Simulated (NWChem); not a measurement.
Spin states of C$_{2}$H$_{2}$Cl

```xyz
5

C      1.6920    -0.3352     0.0000
C      0.4360    -0.7015     0.0000
Cl    -0.8935     0.4359     0.0000
H      2.3171     0.5543     0.0000
H      0.1032    -1.7442     0.0000
```
Charge 0, spin multiplicity 2.

All runs are NWChem calculations. Structure: optimised with UPBE0/def2-SVP, a minimum by its harmonic frequencies.

Basis set: def2-SVP. The gap is E(quartet) − E(doublet) at the geometry of the doublet, so a negative value puts the higher spin lower. Open shells are unrestricted, coupled cluster uses restricted open-shell references. The quartet is the single determinant that the SCF runs reached, with unpaired electrons in orbitals of symmetry a' and a" and a" (Cs labels); it need not be the lowest quartet, which in molecules with degenerate π orbitals can need several determinants.

The correlated methods keep 7 core orbitals frozen. The structure started from a generated list of species. The unpaired electrons of the parent sit in orbitals of symmetry a' (Cs labels of the run); other states weren't searched. No SCF solution was tested for a lower state. Open-shell Hartree-Fock references start from PBE0 orbitals. Coupled-cluster values serve here as a point of comparison, not as the truth.

For the vertical doublet-quartet gap, PBE gives 97.2 kcal/mol and BHandHLYP gives 93.6 kcal/mol. What do CCSD(T), PBE0 give?

CCSD(T): 99.7 kcal/mol; PBE0: 94.1 kcal/mol.
